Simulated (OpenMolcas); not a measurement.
**A ladder of methods for InPH6 (SMILES [PH3+][InH3-])**

InPH6: 8 atoms, total charge 0, spin state singlet. As SMILES, `[PH3+][InH3-]`. The coordinates come from a PBE0-D4/def2-TZVP relaxation.

```xyz
8

P    -0.5933    0.0626   -1.0266
In    0.8220   -0.0999    1.3628
H    -1.9975   -0.0772   -1.0218
H    -0.3189   -0.8557   -2.0621
H    -0.5268    1.2405   -1.8008
H     0.0233    1.2408    2.1119
H     2.3761    0.1407    0.6389
H     0.3074   -1.7088    1.7418
```

Quantity: the electronic atomisation energy, in eV. The values are calculated. Electronic energies at fixed atoms, without zero-point motion or spin-orbit coupling.

```json
{"level": "BLYP/def2-SVP (core potential)", "kind": "GGA", "program": "OpenMolcas", "value (eV)": "17.77", "less CCSD(T)/def2-SVP": "+0.57"}
{"level": "revPBE/def2-SVP (core potential)", "kind": "GGA", "program": "OpenMolcas", "value (eV)": "17.36", "less CCSD(T)/def2-SVP": "+0.16"}
{"level": "M06-L/def2-SVP (core potential)", "kind": "meta-GGA", "program": "OpenMolcas", "value (eV)": "18.22", "less CCSD(T)/def2-SVP": "+1.02"}
{"level": "TPSS/def2-SVP (core potential)", "kind": "meta-GGA", "program": "OpenMolcas", "value (eV)": "18.83", "less CCSD(T)/def2-SVP": "+1.63"}
{"level": "r2SCAN/def2-SVP (core potential)", "kind": "meta-GGA", "program": "OpenMolcas", "value (eV)": "18.20", "less CCSD(T)/def2-SVP": "+1.00"}
{"level": "BHLYP/def2-SVP (core potential)", "kind": "global hybrid", "program": "OpenMolcas", "value (eV)": "18.01", "less CCSD(T)/def2-SVP": "+0.81"}
{"level": "PBE0/def2-SVP (core potential)", "kind": "global hybrid", "program": "OpenMolcas", "value (eV)": "17.87", "less CCSD(T)/def2-SVP": "+0.67"}
{"level": "CCSD(T)/def2-SVP (core potential)", "kind": "coupled cluster or CI", "program": "OpenMolcas", "value (eV)": "17.20", "less CCSD(T)/def2-SVP": "0.00"}
```

CCSD(T)/def2-SVP (core potential) is the highest level here, not the true value. The values span 17.20 to 18.83 eV. In the correlated wave-function rows the outer d shell of In is correlated, in sets not made for it.
